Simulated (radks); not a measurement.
Values are calculated unless marked as measured or tabulated.
Eu XL, configuration [Ar] 3d6. Level of theory: Dirac Kohn-Sham, exchange-only PBE, spin-unpolarised, spherical densities, finite nucleus; open shells fill j = l - 1/2 first; Fermi nuclear charge, rms radius 5.1115 fm (a radial shooting solver on a logarithmic mesh with Libxc functionals).

Normalised radial functions P(r) = r R(r) (large component), r in bohr:

r           3p1/2   3d3/2    4p1/2
0.002624   0.0534  0.0004   0.0320
0.003336   0.0735  0.0007   0.0439
0.00424    0.1018  0.0013   0.0608
0.005348   0.1402  0.0024   0.0838
0.006798   0.1956  0.0044   0.1169
0.008642   0.2726  0.0082   0.1628
0.01099    0.3772  0.0151   0.2251
0.01397    0.5152  0.0279   0.3070
0.01775    0.6893  0.0510   0.4097
0.02239    0.8871  0.0901   0.5253
0.02846    1.1028  0.1591   0.6486
0.03618    1.2872  0.2734   0.7482
0.046      1.3681  0.4538   0.7776
0.05848    1.2488  0.7200   0.6756
0.07375    0.8553  1.0660   0.4005
0.09375    0.1284  1.4927  -0.0724
0.1192    -0.8254  1.9157  -0.6369
0.1515    -1.7418  2.2081  -1.0548
0.1926    -2.2705  2.2286  -1.0172
0.2429    -2.1960  1.9228  -0.3846
0.3088    -1.6006  1.3495   0.6818
0.3925    -0.8508  0.7330   1.5692
0.499     -0.3111  0.2879   1.7125
0.6344    -0.0715  0.0746   1.1483
0.8       -0.0099  0.0122   0.4894
1.017     -0.0006  0.0010   0.1165
1.293     0.0000  0.0000   0.0140

3p1/2: eigenvalue -3301.1 eV, 1 radial node at r = 0.0971 bohr, <r> = 0.227 bohr, 90 % of the charge inside 0.339 bohr. 3d3/2: eigenvalue -2892.4 eV, 0 radial nodes, <r> = 0.208 bohr, 90 % of the charge inside 0.321 bohr. 4p1/2 (empty): eigenvalue -1660.4 eV, 2 radial nodes at r = 0.0908, 0.266 bohr, <r> = 0.462 bohr, 90 % of the charge inside 0.658 bohr.
